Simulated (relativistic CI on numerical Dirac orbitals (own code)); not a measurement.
Calculated at this level of theory: Dirac-Coulomb-Breit CI, KLI orbitals optimised for each configuration, model QED, unscaled Slater integrals (own radial code, finite nucleus).

The strongest absorption lines from the ground level of an ion, among the configurations computed and to levels below about 1180 eV (vacuum wavelength in Å, gf): 19.299 (0.18), 19.697 (0.84), 19.877 (1.3), 20.111 (1.3), 22.459 (0.15), 23.344 (0.34), 35.914 (0.7), 38.068 (0.16).

Question: Which ion is it?
A. W LVII
B. W LIX
C. W LXI
D. Tm LIV

Answer: B. W LIX has 16 electrons and the ground level 3s²3p⁴ ³P2; the strongest line goes to 3s²3p³3d ³D°3. The pattern of lines fixes the number of electrons, and along that sequence the line energies rise steadily with the charge (about as its square where n changes within one kind of shell, about linearly where n is kept but much faster in heavy ions where fine structure, which grows about as Z⁴, sets the gap, and irregularly where shells cross), which fixes Z. Configurations outside the model, such as inner-shell arrays, can give stronger lines. At this charge energies of transitions that change n are usually good to better than 1 %, and those within a shell (Δn = 0) to a few per cent.

LS names give the leading component of a level, which can be under half, so a name can repeat, a term be missing and a line seem to break the LS rules.
